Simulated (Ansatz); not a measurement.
C2H5NSe can be A, `C=NC[SeH]`, or B, `CNC=[Se]`.

Isolated molecules relaxed with PBE0-D4/def2-TZVP in Ansatz; ΔE leaves out vibrations. CCSD(T)/CBS adds triple-zeta CCSD(T) − MP2 to the extrapolated MP2 energy (def2 sets, frozen cores). Functionals use def2-TZVPP. B3LYP here is the variant with VWN-RPA as its local correlation; programs differ in this. For Se outer-core shells are correlated without core-valence functions, which leaves a few kJ/mol of doubt a bond. Scalar relativity is left out up to krypton. One conformer a species, not always the lowest.

(1) Which isomer does CCSD(T)/CBS put lower? Give the gap. (Estimate.)

(2) Give E(B) − E(A) in kJ/mol with B3LYP, CCSD(T)/def2-TZVPP, CCSD/def2-TZVPP, PBE-D4, r2SCAN-D4, MP2/def2-TZVPP, ωB97M-V. (Best estimate.)

Largest T1 diagnostic: 0.016.

## Answers

(1) Computed: B, by 75.1 kJ/mol.

(2) The calculation gave: B3LYP -79.5, CCSD(T)/def2-TZVPP -67.8, CCSD/def2-TZVPP -64.8, PBE-D4 -85.3, r2SCAN-D4 -87.5, MP2/def2-TZVPP -77.5, ωB97M-V -75.0. None reverses the order clearly.
